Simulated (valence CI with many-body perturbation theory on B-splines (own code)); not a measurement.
Values are calculated unless marked as measured or tabulated.
# Basis-set convergence for Sn35+

Level of theory: valence CI with perturbative core correlation (CI+MBPT): five valence electrons over a frozen Dirac-Fock core [Ne], radial functions for each j: 9 s, 9 p, 8 d, 6 f, 3 g, 1 h, with the one-electron correlation potential Σ1, the two-electron term Σ2, the three-electron term Σ3, Breit, model QED; selected CI, second order for the rest, scaled by the run's own slope (own B-spline code, finite nucleus).

The last digits are not significant, and no measured levels were compared; by estimate large intervals hold to a few tenths of a per cent, small ones and those within an open d or f shell to about a per cent. Among the levels kept, up to 1700 cm⁻¹ of a level comes from second order outside the variational space, and about a tenth of that is noise between levels of different J, which matters for small intervals.

The reference run has the lowest level (3s^2 3p1/2^2 3p3/2) J=3/2 and an ionisation energy of 2308.48 eV. Its largest variational space holds 19994 state functions.

Levels are named by their leading jj configuration (3d3/2^4 stands for four electrons in 3d with j = 3/2), which in mixed levels can hold well under half, so a name can repeat and another be missing. Letters in brackets count levels of one name in rising energy.

Changed runs:
A. basis 6 s, 6 p, 5 d, 3 f, 1 g
B. basis 5 s, 5 p, 4 d, 2 f

Excitation energies of the reference run in cm⁻¹, and shifts in cm⁻¹:

```
                             Level  Reference      A      B
        (3s^2 3p1/2 3p3/2^2) J=3/2     386590    -82   -246
        (3s^2 3p1/2 3p3/2^2) J=5/2     445799    +50   +218
        (3s^2 3p1/2 3p3/2^2) J=1/2     518847    +98   +361
              (3s^2 3p3/2^3) J=3/2     912145    +20   +121
        (3s^2 3p1/2^2 3d3/2) J=3/2    1097100   +247   +505
        (3s 3p1/2^2 3p3/2^2) J=5/2    1117040   -103   -384
        (3s^2 3p1/2^2 3d5/2) J=5/2    1287010   +337   +843
        (3s 3p1/2^2 3p3/2^2) J=1/2    1293020   -9.5    -12
        (3s 3p1/2^2 3p3/2^2) J=3/2    1308380    +54   +118
(3s^2 3p1/2 3p3/2 3d3/2) J=5/2 [a]    1488240   +227   +427
(3s^2 3p1/2 3p3/2 3d3/2) J=3/2 [a]    1488830   +152   +225
(3s^2 3p1/2 3p3/2 3d3/2) J=1/2 [a]    1496510   +140   +157
            Ionisation energy (eV)    2308.48  -0.04  -0.14
```
